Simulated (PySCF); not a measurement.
Computed XPS line lists of a few unrelated compounds.

Method used: delta-SCF UKS SCAN, pcX-2 on the ionised atom, pcseg-1 elsewhere, spin-free X2C (PySCF 2.14.0). Geometries: PBE0-D3(BJ)/def2-SVP; isolated species, one conformer each.

Line lists (1s up to Mg, 2p3/2 beyond, nothing for Al; areas count atoms within a level, one atom standing for each set equivalent by bonding):
1. C 1s: 289.93 (area 3), 292.13 (area 1) eV; O 1s: 537.47 eV; Si 2p3/2: 106.38 eV
2. C 1s: 290.84 (area 1), 291.12 (area 1), 291.96 (area 2), 292.05 (area 1) eV; N 1s: 406.28 eV
3. B 1s: 195.64 (area 1), 198.77 (area 1) eV; C 1s: 290.26 eV; F 1s: 693.25 eV; Si 2p3/2: 106.11 eV

Structures:
A. `[SiH2](B(C)C)B(F)F`
B. `CO[Si](C)(C)C`
C. `[AlH3-][N+](C)(CC=C)C`

Task: Which list belongs to which compound?

Result: 
- 1 = B: no other candidate has this set of levels. C 1s: 289.93 Si-methyl carbon (×3), 292.13 methoxy carbon; O 1s: 537.47 silyl ether oxygen; Si 2p3/2: 106.38 oxygen-bound silicon.
- 2 = C: no other candidate has this set of levels. C 1s: 290.84 terminal =CH2 carbon, 291.12 alkene CH carbon, 291.96 N-methyl carbon (×2), 292.05 sp3 carbon bound to nitrogen; N 1s: 406.28 nitrogen bonded to Al and 3 C.
- 3 = A: no other candidate has this set of levels. B 1s: 195.64 three-coordinate boron, 198.77 three-coordinate boron; C 1s: 290.26 sp3 carbon bound to boron (×2); F 1s: 693.25 boron-bound fluorine (×2); Si 2p3/2: 106.11 SiH2 silicon.

2p3/2 and 2p1/2 are the ΔSCF energy of one spin-free 2p hole plus the eigenvalues of a spin–orbit and ligand-field matrix of the shell. 1 of these hole states is spin-contaminated (⟨S²⟩ 0.91, against 0.75; counted from 0.85) and less certain.
